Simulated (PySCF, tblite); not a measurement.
Isomers of C4H6O3Si, one GFN2-xTB conformer each. Single-point energies are computed at PBE0/pcSseg-1 (PySCF, gas phase, no added dispersion term), electronic only.

**Question.** Rank them by PBE0/pcSseg-1 energy, lowest first (kJ/mol).
A. `[CH2:1]=[C:2]([CH:3]=[O:4])[SiH2:5][C:6](=[O:7])[OH:8]` with C1–C2–C3–O4 176°, C1–C2–Si5–C6 128°, C2–Si5–C6–O7 -42°, Si5–C6–O8–H -176°
B. `[CH2:1]=[CH:2][C@@H:3]1[O:4][SiH2:5][O:6][C:7]1=[O:8]` with C1–C2–C3–O4 6°
C. `[CH:1]#[C:2][SiH2:3][O:4][CH2:5][C:6](=[O:7])[OH:8]` with C2–Si3–O4–C5 55°, Si3–O4–C5–C6 -179°, O4–C5–C6–O7 3°, C5–C6–O8–H 180°

**Answer.** B (0.0), A (172.6), C (188.3).

As drawn, the lowest has a C=C bond outside aromatic rings, which the highest lacks; the highest has a C≡C bond, an O–H bond and an Si–C bond, which the lowest lacks. GFN2-xTB itself gives, in the same order: 0.0, 387.4, 288.4. Both levels put the same isomer lowest; measured from each level's own lowest isomer, the values differ by up to 214.8 kJ/mol (C=C(C=O)[SiH2]C(=O)O: 387.4 against 172.6).

**Question.** Which frontier levels, dipoles and rotational constants go with these structures?

**Answer.** 
```
                SMILES  HOMO (eV, PBE0/pcSseg-1)  LUMO (eV)  dipole (D)       A, B, C (MHz)
C=C[C@@H]1O[SiH2]OC1=O                     -7.74      -0.32        3.30    2369, 1911, 1232
  C=C(C=O)[SiH2]C(=O)O                     -7.61      -2.18        2.77    2680, 1276, 1113
     C#C[SiH2]OCC(=O)O                     -8.17      -0.56        2.77  3730, 762.7, 681.0
```

**Question.** What happens when harmonic zero-point energies from GFN2-xTB frequencies are added?

**Answer.** 
```
                SMILES  ZPE (kJ/mol)  electronic (kJ/mol)  with ZPE (kJ/mol)
C=C[C@@H]1O[SiH2]OC1=O         246.1                  0.0                0.0
  C=C(C=O)[SiH2]C(=O)O         233.6                172.6              160.1
     C#C[SiH2]OCC(=O)O         234.7                188.3              177.0
```

The zero-point energies span 12.5 kJ/mol. The order is unchanged.
